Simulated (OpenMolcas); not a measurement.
An atom or ion with 46 electrons was computed by XMS-CASPT2, IPEA 0.25 Eh, imaginary shift 0.1 Eh with spin-orbit coupling (OpenMolcas, ANO-RCC-VTZP, DKH2). The lowest levels that the run gave, each within 12 % of the measured value where one is at hand:

```csv
J,Parity,E (cm-1),g
0,even,0.0,
3,even,40260,1.334
2,even,41620,1.125
1,even,44560,0.499
2,even,46480,1.042
```

Problem. Which ion is it, and what are the configurations and terms?

Solution. Ag II (Z = 47, charge +1; active space 10 electrons in 6 orbitals (4d 5s)). J, parity and g give the terms where levels are pure, and mixed ones are named by the computed weights; the size of the splittings, set against known spectra of the 46-electron sequence, gives the charge. In order, with the measured energies in cm-1 (NIST Handbook of Basic Atomic Spectroscopic Data): 4d10 1S0, 4d9 5s 3D3 (39168), 4d9 5s 3D2 [75 %] (40745), 4d9 5s 3D1 (43743), 4d9 5s 1D2 [75 %] (46049).

Term energies are means over components that CASPT2 splits; among the terms shown or strongly mixed into the levels shown the widest spread is 170 cm-1 (4d9 5s 1D). Terms from blocks run as CI alone lack orbitals of their own. A single d shell beside an s shell can misplace configurations of different d count against each other. Measured partners are found by configuration, term and J. A level has none where our copy of the source lacks it or the pairing is in doubt (some pairs that miss far off the trend of their configuration count as doubtful), and it then counts in no deviation. Levels of configurations outside the active space are missing.

A share in square brackets marks a mixed level and gives the weight of the term that names it.
